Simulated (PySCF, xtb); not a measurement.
C₃F₅, SMILES FC(F)(C(=[C]F)F)F, multiplicity 2.

Harmonic wavenumbers (cm⁻¹) from GFN2-xTB (xtb) at its own minimum, in rising order: 23, 132, 161, 198, 314, 353, 373, 430, 523, 566, 630, 775, 990, 1074, 1092, 1124, 1233, 1806.

Task: What does PBE0-D3(BJ)/def2-SVP run with PySCF 2.14.0 give at its own minimum? (Estimate from the structure and the level; the computed values follow.)

Result: 55, 159, 170, 238, 376, 385, 420, 510, 598, 657, 742, 874, 1124, 1245, 1269, 1312, 1431, 1855. Paired by order, the mean absolute difference is 90 cm⁻¹ and the zero-point energies are 16.9 and 19.2 kcal/mol.
